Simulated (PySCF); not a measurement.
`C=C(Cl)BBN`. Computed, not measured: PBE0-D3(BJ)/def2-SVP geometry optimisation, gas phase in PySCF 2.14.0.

```
atom  x, y, z in Å
C1     1.9884   -0.0573   -1.2658
C2     0.6933   -0.0157   -0.9810
Cl3   -0.3135    1.3871   -1.4488
B4    -0.4765   -0.7579   -0.2818
B5    -0.7898   -0.4978    1.3601
N6    -1.3369    0.6770    1.8631
H7     2.4978    0.7455   -1.8032
H8     2.5709   -0.9287   -0.9552
H9    -1.1546   -1.4781   -0.9834
H10   -0.5153   -1.3758    2.1579
H11   -1.5765    1.4647    1.2735
H12   -1.5164    0.8335    2.8464
```

Question: What is the longest distance between nuclei?

Answer: H7···H12, 6.14 Å; the next longest distance is 5.85 Å.

Question: Work out the bond lengths C1–H7, C1–H8, B4–B5, B4–H9, B5–N6, B5–H10, N6–H11, N6–H12 in Å.

Answer: For C1–H7 the difference vector is (0.5094, 0.8028, -0.5374) Å, of length 1.0921 Å. C1–H7 1.092; C1–H8 1.093; B4–B5 1.692; B4–H9 1.213; B5–N6 1.390; B5–H10 1.218; N6–H11 1.013; N6–H12 1.012 Å.

Question: Give the dihedral angles B4–B5–N6–H11, B4–B5–N6–H12, H9–B4–B5–H10.

Answer: B4–B5–N6–H11 -1° (synperiplanar); B4–B5–N6–H12 -179° (antiperiplanar); H9–B4–B5–H10 75° (synclinal). Dihedral signs follow IUPAC: positive where, seen along the central bond, the front bond turns clockwise onto the rear one.

Question: Where is the centre of mass (commonest isotopes), and what is the radius of gyration?

Answer: Mass 101.037 u; centre at (-0.110, 0.421, -0.367) Å; Rg = √(Σ m r²/M) = 1.894 Å. As Ia + Ib + Ic = 2 Σ m r², the three principal moments sum to 725.1 u·Å².

Question: What are the angles C2–C1–H8, C2–C1–H7, Cl3–C2–B4, C1–C2–B4, C1–C2–Cl3, C2–B4–B5, B4–B5–N6, B4–B5–H10?

Answer: From the scalar product of the two bond vectors; for C2–C1–H8 it is -0.7022 Å² over 1.3267 × 1.0933 Å², cos θ = -0.4841. C2–C1–H8 119.0°; C2–C1–H7 122.5°; Cl3–C2–B4 93.9°; C1–C2–B4 144.8°; C1–C2–Cl3 121.2°; C2–B4–B5 120.2°; B4–B5–N6 123.6°; B4–B5–H10 118.9°.

Question: How far are the heavy atoms from their best plane (unweighted least squares)?

Answer: 0.482 Å rms; C1 0.58, C2 0.06, Cl3 0.15, B4 0.86, B5 0.04, N6 0.54 Å (magnitudes).

Question: What is the repulsion energy of the bare nuclei, Σ ZA·ZB/RAB?

Answer: 236.52 Eh over 66 pairs, with full nuclear charges and distances in bohr; the largest single term is 30.17 Eh (C2 with Cl3).

Question: Write the matrix of distances between heavy atoms (Å, lower triangle).

Answer: 
```
C1    0.000
C2    1.327  0.000
Cl3   2.724  1.789  0.000
B4    2.745  1.552  2.447  0.000
B5    3.848  2.813  3.416  1.692  0.000
N6    4.625  3.562  3.538  2.720  1.390  0.000
```

Not checked by PBE0-D3(BJ)/def2-SVP frequencies. One conformer, not necessarily the lowest.
